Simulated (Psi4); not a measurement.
Psi4 input (wB97X-D/6-31G*):

```
memory 1500 MB

molecule {
0 2
N     1.54984500    0.32898800   -0.72762000
Si    0.01192600    0.00966900   -0.01147300
F    -0.50475800   -1.43779000   -0.37476700
F     0.06569200    0.15445700    1.56022400
F    -1.04042600    1.04568500   -0.55373900
H     2.29954800   -0.29945400   -0.43151100
symmetry c1
no_reorient
no_com
}

set {
  basis 6-31G*
  reference uks
  scf_type pk
  dft_radial_points 99
  dft_spherical_points 590
  e_convergence 1e-8
  d_convergence 1e-7
  maxiter 150
}

e = energy('wb97x-d')
print_out(f'\nFINAL {e:.10f} DIPOLE {variable("CURRENT DIPOLE")[0]:.6f} {variable("CURRENT DIPOLE")[1]:.6f} {variable("CURRENT DIPOLE")[2]:.6f}\n')
```

Output:

```
   => Loading Basis Set <=

    Name: 6-31G*
    Role: ORBITAL
    Keyword: BASIS
    atoms 1   entry N          line   128 file 6-31gs.gbs
    atoms 2   entry SI         line   268 file 6-31gs.gbs
    atoms 3-5 entry F          line   162 file 6-31gs.gbs
    atoms 6   entry H          line    44 file 6-31gs.gbs

   => WB97X-D: Empirical Dispersion <=

    Chai and Head-Gordon Dispersion Correction
    Chai, J.-D.; Head-Gordon, M. (2010), J. Chem. Phys., 132: 6615-6620

        s6 =       1.000000

         ---------------------------------------------------------
                                   SCF
               by Justin Turney, Rob Parrish, Andy Simmonett
                          and Daniel G. A. Smith
                              UKS Reference
         ---------------------------------------------------------

  ==> Geometry <==

    Molecular point group: c1
    Full point group: C1

    Geometry (in Angstrom), charge = 0, multiplicity = 2:

       Center              X                  Y                   Z               Mass
    ------------   -----------------  -----------------  -----------------  -----------------
         N            1.549845000000     0.328988000000    -0.727620000000    14.003074004430
         SI           0.011926000000     0.009669000000    -0.011473000000    27.976926534650
         F           -0.504758000000    -1.437790000000    -0.374767000000    18.998403162730
         F            0.065692000000     0.154457000000     1.560224000000    18.998403162730
         F           -1.040426000000     1.045685000000    -0.553739000000    18.998403162730
         H            2.299548000000    -0.299454000000    -0.431511000000     1.007825032230

  Running in c1 symmetry.

  Rotational constants: A =      0.13555  B =      0.13361  C =      0.13244 [cm^-1]
  Rotational constants: A =   4063.58999  B =   4005.45782  C =   3970.40061 [MHz]
  Nuclear repulsion =  255.231065228265464

  Charge       = 0
  Multiplicity = 2
  Electrons    = 49
  Nalpha       = 25
  Nbeta        = 24

  ==> Algorithm <==

  SCF Algorithm Type is PK.
  DIIS enabled.
  MOM disabled.
  Fractional occupation disabled.
  Guess Type is SAD.
  Energy threshold   = 1.00e-08
  Density threshold  = 1.00e-07
  Integral threshold = 1.00e-12

  ==> Primary Basis <==

  Basis Set: 6-31G*
    Blend: 6-31G*
    Number of shells: 34
    Number of basis functions: 81
    Number of Cartesian functions: 81
    Spherical Harmonics?: false
    Max angular momentum: 2

  ==> DFT Potential <==

   => LibXC <=

    Version 7.1.2
    S. Lehtola, C. Steigemann, M. J. T. Oliveira, and M. A. L. Marques,  SoftwareX 7, 1–5 (2018) (10.1016/j.softx.2017.11.002)

   => Composite Functional: WB97X-D <=

    wB97X-D Hyb-GGA Exchange-Correlation Functional

    J.-D. Chai and M. Head-Gordon,  Phys. Chem. Chem. Phys. 10, 6615–6620 (2008) (10.1039/B810189B)

    Deriv               =              1
    GGA                 =           TRUE
    Meta                =          FALSE

    Exchange Hybrid     =           TRUE
    MP2 Hybrid          =          FALSE

   => Exchange-Correlation Functionals <=

    1.0000   wB97X-D range-separated functional

   => Exact (HF) Exchange <=

    0.7780            HF,LR [omega = 0.2000]
    0.2220               HF

   => LibXC Density Thresholds  <==

    XC_HYB_GGA_XC_WB97X_D:  1.00E-14

   => Molecular Quadrature <=

    Radial Scheme          =       TREUTLER
    Pruning Scheme         =           NONE
    Nuclear Scheme         =       TREUTLER

    Blocking Scheme        =         OCTREE
    BS radius alpha        =              1
    Pruning alpha          =              1
    Radial Points          =             99
    Spherical Points       =            590
    Total Points           =         336248
    Total Blocks           =           2474
    Max Points             =            256
    Max Functions          =             79
    Weights Tolerance      =       1.00E-15

  ==> Integral Setup <==

  Using in-core PK algorithm.
   Calculation information:
      Number of atoms:                   6
      Number of AO shells:              34
      Number of primitives:             91
      Number of atomic orbitals:        81
      Number of basis functions:        81

      Integral cutoff                 1.00e-12
      Number of threads:                 1

  Performing in-core PK
  Using 16548543 doubles for integral storage.
  We computed 158653 shell quartets total.
  Whereas there are 177310 unique shell quartets.

  Computing range-separated integrals for PK
  We computed 158653 wK shell quartets total.
  Whereas there are 177310 wK unique shell quartets.

  ==> DiskJK: Disk-Based J/K Matrices <==

    J tasked:                  Yes
    K tasked:                  Yes
    wK tasked:                 Yes
    Omega:               2.000E-01
    Schwarz Cutoff:          1E-12


  Cached 100.0% of DFT collocation blocks in 0.624 [GiB].

  Minimum eigenvalue in the overlap matrix is 5.4090568475E-03.
  Reciprocal condition number of the overlap matrix is 9.3724614096E-04.
    Using symmetric orthogonalization.

  ==> Pre-Iterations <==

  SCF Guess: Superposition of Atomic Densities via on-the-fly atomic UHF (no occupation information).

   -------------------------
    Irrep   Nso     Nmo
   -------------------------
     A         81      81
   -------------------------
    Total      81      81
   -------------------------

  ==> Iterations <==

                        Total Energy        Delta E     RMS |[F,P]|

   @UKS iter SAD:  -643.42932460233476   -6.43429e+02   0.00000e+00
   @UKS iter   1:  -644.24099812758686   -8.11674e-01   7.83752e-03 ADIIS/DIIS
   @UKS iter   2:  -644.26390554544639   -2.29074e-02   7.68423e-03 ADIIS/DIIS
   @UKS iter   3:  -644.38433799042082   -1.20432e-01   5.20656e-04 ADIIS/DIIS
   @UKS iter   4:  -644.38503732087031   -6.99330e-04   2.37549e-04 ADIIS/DIIS
   @UKS iter   5:  -644.38523721312038   -1.99892e-04   4.41040e-05 DIIS
   @UKS iter   6:  -644.38525143695711   -1.42238e-05   1.38720e-05 DIIS
   @UKS iter   7:  -644.38525343667015   -1.99971e-06   4.13683e-06 DIIS
   @UKS iter   8:  -644.38525355920194   -1.22532e-07   2.37156e-06 DIIS
   @UKS iter   9:  -644.38525357841706   -1.92151e-08   7.79392e-07 DIIS
   @UKS iter  10:  -644.38525358308698   -4.66991e-09   1.34620e-07 DIIS
   @UKS iter  11:  -644.38525358332743   -2.40448e-10   3.25168e-08 DIIS
  Energy and wave function converged.

  ==> Post-Iterations <==

   Electrons on quadrature grid:
      Nalpha   =   24.9999990230 ; deviation = -9.770e-07
      Nbeta    =   23.9999990712 ; deviation = -9.288e-07
      Ntotal   =   48.9999980942 ; deviation = -1.906e-06

   @Spin Contamination Metric:   2.838131362E-03
   @S^2 Expected:                7.500000000E-01
   @S^2 Observed:                7.528381314E-01
   @S   Expected:                5.000000000E-01
   @S   Observed:                5.000000000E-01

    Orbital Energies [Eh]
    ---------------------

    Alpha Occupied:

       1A    -66.410289     2A    -24.849642     3A    -24.849640
       4A    -24.843759     5A    -14.513499     6A     -5.512537
       7A     -3.859060     8A     -3.858809     9A     -3.856299
      10A     -1.336829    11A     -1.310266    12A     -1.306305
      13A     -0.983083    14A     -0.686192    15A     -0.615294
      16A     -0.613325    17A     -0.601417    18A     -0.556262
      19A     -0.555008    20A     -0.546102    21A     -0.536446
      22A     -0.523790    23A     -0.513418    24A     -0.443191
      25A     -0.425149

    Alpha Virtual:

      26A      0.106607    27A      0.171246    28A      0.176331
      29A      0.187715    30A      0.240217    31A      0.340325
      32A      0.375524    33A      0.387383    34A      0.393025
      35A      0.633824    36A      0.657396    37A      0.729901
      38A      0.800212    39A      0.934811    40A      0.954001
      41A      0.987447    42A      1.012270    43A      1.020186
      44A      1.118373    45A      1.249745    46A      1.254751
      47A      1.302807    48A      1.309755    49A      1.320413
      50A      1.338344    51A      1.457974    52A      1.466060
      53A      1.509417    54A      1.631137    55A      1.647937
      56A      1.712491    57A      1.778001    58A      1.781339
      59A      1.822360    60A      1.849084    61A      1.883288
      62A      1.883648    63A      1.889925    64A      1.893301
      65A      1.902476    66A      1.908521    67A      2.071960
      68A      2.113870    69A      2.198995    70A      2.254051
      71A      2.357672    72A      2.391764    73A      2.457146
      74A      2.886986    75A      3.014654    76A      3.112542
      77A      3.119670    78A      3.668370    79A      4.206083
      80A      4.220120    81A      4.534975

    Beta Occupied:

       1A    -66.410390     2A    -24.849234     3A    -24.849231
       4A    -24.843703     5A    -14.498116     6A     -5.512681
       7A     -3.859027     8A     -3.858923     9A     -3.856574
      10A     -1.336034    11A     -1.309229    12A     -1.305925
      13A     -0.926431    14A     -0.682900    15A     -0.612150
      16A     -0.610399    17A     -0.596164    18A     -0.554438
      19A     -0.553727    20A     -0.538706    21A     -0.532009
      22A     -0.519694    23A     -0.512564    24A     -0.400766

    Beta Virtual:

      25A     -0.090007    26A      0.113045    27A      0.174330
      28A      0.178252    29A      0.207400    30A      0.244604
      31A      0.344687    32A      0.380139    33A      0.388897
      34A      0.394396    35A      0.635628    36A      0.674244
      37A      0.739446    38A      0.859683    39A      0.942032
      40A      0.964101    41A      0.991674    42A      1.018819
      43A      1.034814    44A      1.134070    45A      1.250527
      46A      1.255039    47A      1.305772    48A      1.311005
      49A      1.322028    50A      1.338653    51A      1.458945
      52A      1.466650    53A      1.510684    54A      1.638353
      55A      1.651683    56A      1.775611    57A      1.798756
      58A      1.818310    59A      1.823436    60A      1.849316
      61A      1.884059    62A      1.884329    63A      1.890932
      64A      1.893976    65A      1.902876    66A      1.908763
      67A      2.087987    68A      2.134729    69A      2.221309
      70A      2.256194    71A      2.362918    72A      2.420448
      73A      2.467173    74A      2.888746    75A      3.016290
      76A      3.113514    77A      3.120481    78A      3.710163
      79A      4.206236    80A      4.220360    81A      4.535306

    Final Occupation by Irrep:
              A
    DOCC [    24 ]
    SOCC [     1 ]
    NA   [    25 ]
    NB   [    24 ]

  @UKS Final Energy:  -644.38525358332743

   => Energetics <=

    Nuclear Repulsion Energy =            255.2310652282654644
    One-Electron Energy =               -1402.3630237207546543
    Two-Electron Energy =                 545.4066606067724479
    DFT Exchange-Correlation Energy =     -42.6586907059535463
    Empirical Dispersion Energy =          -0.0012649916571128
    VV10 Nonlocal Energy =                  0.0000000000000000
    Total Energy =                       -644.3852535833274260

  UHF NO Occupations:
  HONO-2 :   23  A 1.9997315
  HONO-1 :   24  A 1.9991474
  HONO-0 :   25  A 1.0000000
  LUNO+0 :   26  A 0.0008526
  LUNO+1 :   27  A 0.0002685
  LUNO+2 :   28  A 0.0002462
  LUNO+3 :   29  A 0.0000472

Computation Completed

Properties will be evaluated at   0.000000,   0.000000,   0.000000 [a0]

Properties computed using the SCF density matrix

 Multipole Moments:

 ------------------------------------------------------------------------------------
     Multipole            Electronic (a.u.)      Nuclear  (a.u.)        Total (a.u.)
 ------------------------------------------------------------------------------------

 L = 1.  Multiply by 2.5417464519 to convert [e a0] to [Debye]
 Dipole X            :          0.6411344           -0.0000019            0.6411325
 Dipole Y            :         -0.4094799           -0.0000076           -0.4094875
 Dipole Z            :          0.1479627           -0.0000208            0.1479419
 Magnitude           :                                                    0.7749953

 ------------------------------------------------------------------------------------

FINAL -644.3852535833 DIPOLE 0.641133 -0.409487 0.147942

*** Psi4 exiting successfully. Buy a developer a beer!
```

The geometry given is a B3LYP-D3(BJ)/def2-TZVP minimum.
